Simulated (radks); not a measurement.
Ionisation of the bromine ion Br+, [Ar] 3d10 4s2 4p4, to [Ar] 3d10 4s2 4p3 as the strength of local exchange is varied. Calculated with a radial shooting solver on a logarithmic mesh with Libxc functionals: Dirac Kohn-Sham, Slater X-alpha exchange (alpha = 2/3 is LDA exchange), no correlation, spin-unpolarised, spherical densities, finite nucleus; open shells fill j = l - 1/2 first; Fermi nuclear charge, rms radius 4.1629 fm.

| alpha | E(Br+) (hartree) | exchange (hartree) | IE (eV) | -e of the level emptied (eV) | <r> of it (bohr) |
|---|---|---|---|---|---|
| 0.593 | -2590.28562 | -75.65114 | 20.334 | 15.160 (4p3/2) | 2.023 |
| 0.633 | -2595.39340 | -80.90725 | 20.863 | 15.651 (4p3/2) | 2.005 |
| 0.667 | -2599.74263 | -85.39011 | 21.318 | 16.075 (4p3/2) | 1.991 |
| 0.681 | -2601.53551 | -87.24004 | 21.507 | 16.250 (4p3/2) | 1.985 |
| 0.788 | -2615.27742 | -101.45672 | 22.977 | 17.624 (4p3/2) | 1.942 |
| 0.822 | -2619.65849 | -106.00300 | 23.453 | 18.071 (4p3/2) | 1.929 |
| 0.894 | -2628.95906 | -115.67629 | 24.478 | 19.035 (4p3/2) | 1.901 |
| 0.905 | -2630.38274 | -117.15963 | 24.637 | 19.184 (4p3/2) | 1.897 |

NIST Atomic Spectra Database: 21.591 eV (measured). The Delta-SCF value meets it near alpha = 0.69. Spin polarisation and multiplet splitting are left out, so open shells lie too high by an amount that depends on their filling.

Beside tabulated values, note that spin-unpolarised runs miss the spin-polarisation part of the exchange energy of open shells.
